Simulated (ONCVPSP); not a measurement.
**I (Z = 53): one change to an ONCV potential, before and after**

```json
{
 "Element": "I",
 "Generator": "ONCVPSP 4.0.1",
 "Type": "optimised norm-conserving Vanderbilt (ONCV)",
 "Functional": "LDA (Perdew-Wang 92)",
 "Relativity": "scalar-relativistic",
 "Frozen core": "[Ar] 3d10",
 "Valence charge": "25",
 "Reference configuration": "4s2 4p6 4d10 5s2 5p5",
 "Partial waves": "4s+5s: rc 1.10 bohr, ncon 4, nbas 8, qcut 8.4 1/bohr, 2 projectors; 4p+5p: rc 1.55 bohr, ncon 4, nbas 7, qcut 7.1 1/bohr, 2 projectors; 4d: rc 1.10 bohr, ncon 4, nbas 9, qcut 16.8 1/bohr, 1 projector",
 "Local potential": "polynomial inside 0.95 bohr (lpopt 5, dvloc0 3 Ha)",
 "Core correction": "Teter function, fcfact 3, rcfact 1.4"
}
```

All-electron outer shells of the reference configuration (LDA (PZ), scalar-relativistic, ld1.x):

```tsv
shell	level (eV)	outermost node (bohr)	outermost maximum (bohr)
3p	-858.92	0.13	0.28
3d	-606.22	–	0.23
4s	-180.16	0.37	0.68
4p	-127.33	0.37	0.72
4d	-50.33	0.35	0.78
5s	-17.65	0.88	1.70
5p	-7.25	0.96	2.02
```

Change: s: rc 1.26.

Cutoffs: the cutoffs (Ha) at which the residual kinetic energy of the hardest occupied pseudo-wave falls to 1 and 0.1 mHa per electron; they do not see the model core or the augmentation charge, which bear on the density cutoff. Errors are all-electron minus pseudo energies relative to the spin-unpolarised reference configuration.

Problem. How do hardness, ghosts and transferability respond?

Solution. The potential gets softer (64 Ha and 141 Ha → 64 Ha and 79 Ha); the errors of the 4 common tests hardly move; neither file shows a bound ghost. A larger radius leaves more room for a smooth pseudo-wave, so fewer plane waves are needed.

| quantity | base | changed |
| --- | --- | --- |
| cutoff, loose | 64 Ha | 64 Ha |
| cutoff, tight | 141 Ha | 79 Ha |
| loose cutoff by channel | s 50 Ha, p 25 Ha, d 64 Ha | s 32 Ha, p 25 Ha, d 64 Ha |
| bound ghosts | none | none |
| GHOST(+) flags under 300 eV | none | none |
| error for 4s2 4p6 4d10 5s2 5p4, meV [ΔE 11.30 eV] | -3.3 | -3.3 |
| error for 4s2 4p6 4d10 5s2 5p3, meV [ΔE 31.36 eV] | -9.0 | -8.9 |
| error for 4s2 4p6 4d10 5s2 5p2, meV [ΔE 60.97 eV] | -17 | -17 |
| error for 4s2 4p5 4d10 5s2 5p5, meV [ΔE 136.18 eV] | -33 | -30 |
| p: phases at 1.57 bohr within 0.05 rad from the reference energy up to (Ha; the scan ends near 5) | to the end of the scan | to the end of the scan |
| d: phases at 1.12 bohr within 0.05 rad from the reference energy up to (Ha; the scan ends near 5) | to the end of the scan | to the end of the scan |
| rms error of d²Exc/dni dnj with the model core, mHa | 0.48 | 0.58 |
